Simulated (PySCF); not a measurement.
**A thermochemical cycle for SnI**

MP2 in PySCF with def2-TZVPPD on every atom (core potentials on Sn, I), for the lowest determinant that a PBE0 search found; no spin–orbit coupling. SnI, a doublet (π ↑), has De = 3.05 eV to neutral atoms, and SnI⁺, a singlet (closed shell), has De = 3.59 eV to Sn⁺ + I.

The adiabatic ionisation energy of SnI, between the minima, is 6.70 eV.

Which ionisation energy of the Sn atom does this level give?

IE(Sn) = IE(molecule) + De(ion) − De(neutral) = 6.70 + 3.59 − 3.05 = 7.24 eV; the measured value is 7.344 eV (NIST ASD).

Correlated steps freeze 8 core orbitals. Spin–orbit coupling is left out, which matters for elements this heavy, above all for dissociation energies. For an ion De counts to the pair picked by the measured ionisation energies or electron affinities, which need not be the lowest pair at this level. Where the molecule has an RHF reference, its open-shell atoms are computed with UHF. States were picked by a PBE0 search and need not be the measured ground states.
